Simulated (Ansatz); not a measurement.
Consider the substitution at a C–Si bond: `F[SiH](F)C[SiH3]` + `[OH][AlH2]` → `F[SiH](F)C[O][AlH2]` + SiH₄.

Gas-phase electronic energies from Ansatz, PBE0-D4/def2-TZVP geometries. CBS: MP2 limit from def2 TZ/QZ plus the TZ coupled-cluster correction, frozen cores. This one scheme is used for every species. DFT in def2-TZVPP. Each species was taken in one conformer, which may not be the lowest.

```json
{"level": "PBE-D4", "ΔE (kJ/mol)": "118.0", "difference from CCSD(T)/CBS": "-9.8"}
{"level": "r2SCAN-D4", "ΔE (kJ/mol)": "124.5", "difference from CCSD(T)/CBS": "-3.3"}
{"level": "ωB97X-V", "ΔE (kJ/mol)": "117.7", "difference from CCSD(T)/CBS": "-10.1"}
{"level": "ωB97M-V", "ΔE (kJ/mol)": "123.2", "difference from CCSD(T)/CBS": "-4.6"}
{"level": "r2SCAN", "ΔE (kJ/mol)": "124.4", "difference from CCSD(T)/CBS": "-3.4"}
{"level": "HF/def2-TZVPP", "ΔE (kJ/mol)": "110.4", "difference from CCSD(T)/CBS": "-17.4"}
{"level": "MP2/def2-TZVPP", "ΔE (kJ/mol)": "132.6", "difference from CCSD(T)/CBS": "4.8"}
{"level": "SCS-MP2/def2-QZVPP", "ΔE (kJ/mol)": "126.4", "difference from CCSD(T)/CBS": "-1.4"}
{"level": "MP2/CBS(def2)", "ΔE (kJ/mol)": "137.5", "difference from CCSD(T)/CBS": "9.7"}
{"level": "CCSD/CBS(def2)", "ΔE (kJ/mol)": "127.0", "difference from CCSD(T)/CBS": "-0.8"}
{"level": "CCSD(T)/CBS", "ΔE (kJ/mol)": "127.8", "difference from CCSD(T)/CBS": "0"}
```

Largest T1 diagnostic among the species: 0.013.

From PBE to PBE0 (25 % exact exchange), in def2-TZVPP and without D4, ΔE moves by +5.1 kJ/mol. In def2-TZVPP, CCSD(T) changes the Hartree–Fock value by +12.5 kJ/mol (the triples alone add +0.8 kJ/mol) and MP2 by +22.1 kJ/mol.

CCSD(T)/CBS has its own doubt, a few kJ/mol and more with outer-core shells, so smaller differences from it don't rank the levels.
